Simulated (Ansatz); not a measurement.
`CBN` + `CNC` → `CBN(C)C` + NH₃ at 298.15 K and 1 bar (ligand exchange at a B–N bond).

Computed with Ansatz on PBE0-D4/def2-TZVP structures; ΔE is electronic, products minus reactants. CBS: MP2 limit from def2 TZ/QZ plus the TZ coupled-cluster correction, frozen cores. This one scheme is used for every species. One conformer a species, not always the lowest.

```csv
species,CCSD(T)/CBS energy (Eh),H − E (kJ/mol),S (J/(mol·K))
`CBN`,-121.21267,215.9,273.6
`CNC`,-135.00321,256.9,271.4
`CBN(C)C`,-199.71235,370.7,336.8
NH₃,-56.50880,100.5,192.4
```

H − E and S are ideal-gas, rigid-rotor, harmonic terms from PBE0-D4/def2-TZVP, for one conformer and one mirror image of each species. 1 Eh = 2625.50 kJ/mol, R = 8.31446 J/(mol·K).

Question: By hand: ΔE, ΔH, ΔS and ΔG.

Answer: ΔE = (-199.71235) + (-56.50880) − (-121.21267) − (-135.00321) = -0.00527 Eh = -13.8 kJ/mol. Δ(H − E) = 370.7 + 100.5 − 215.9 − 256.9 = -1.6, so ΔH = -15.4 kJ/mol. ΔS = 336.8 + 192.4 − 273.6 − 271.4 = -15.8 J/(mol·K). ΔG = -15.4 − 298.15 × (-15.8)/1000 = -10.7 kJ/mol.

Question: By hand: the equilibrium constant, and the temperature at which ΔG would vanish if ΔH and ΔS stayed fixed.

Answer: log₁₀ K = −ΔG/(RT ln 10) = 1.9. ΔG = 0 at ΔH/ΔS = 975 K, though so small a ΔS makes that figure unsure.

ΔH outweighs TΔS. A doubt of 5 kJ/mol in ΔE shifts log₁₀ K by 0.9 here. Other conformers and mirror images would add mixing entropy, several J/(mol·K) or more a flexible species. These are equilibria of isolated gas molecules and say nothing of rates. Largest T1 diagnostic: 0.012 (customary marks: 0.02 for closed shells, 0.045 for open ones).
